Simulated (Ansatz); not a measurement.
`C[O][SnH2][SeH]` + `[SeH][SiH]([SeH])[SeH]` → `[SeH][Si]([SeH])([SeH])[SeH]` + `C[O][SnH3]`  (formal exchange of groups at the Se–Sn bond)

Isolated molecules relaxed with PBE0-D4/def2-TZVP in Ansatz; ΔE leaves out vibrations. CCSD(T)/CBS is the MP2 limit (def2-TZVPP, def2-QZVPP) plus CCSD(T) − MP2 in def2-TZVPP, frozen cores. def2 core potentials past Kr. For Se, Sn outer-core shells are correlated without core-valence functions, which leaves a few kJ/mol of doubt a bond. Scalar relativity is left out up to krypton. Each species was taken in one conformer, which may not be the lowest.

| species | MP2/CBS(def2) energy (Eh) |
| --- | --- |
| `C[O][SnH2][SeH]` | -2731.52384 |
| `[SeH][SiH]([SeH])[SeH]` | -7493.61545 |
| `[SeH][Si]([SeH])([SeH])[SeH]` | -9894.34680 |
| `C[O][SnH3]` | -330.78420 |

Work out ΔE.

ΔE = (-9894.34680) + (-330.78420) − (-2731.52384) − (-7493.61545) = 0.00829 Eh = +5.2 kcal/mol. CCSD(T)/CBS gives +6.3 kcal/mol.

Largest T1 diagnostic among the species: 0.013.

The D4 term adds −2.4 kcal/mol with B3LYP and −1.3 kcal/mol with PBE0; it sums over pairs of atoms, weighted by their polarisabilities, and B3LYP, whose exchange is more repulsive, gets the larger term. In def2-TZVPP, CCSD(T) changes the Hartree–Fock value by −4.4 kcal/mol (the triples alone add −0.6 kcal/mol) and MP2 by −5.5 kcal/mol.

B3LYP here is the variant with VWN-RPA as its local correlation; programs differ in this.
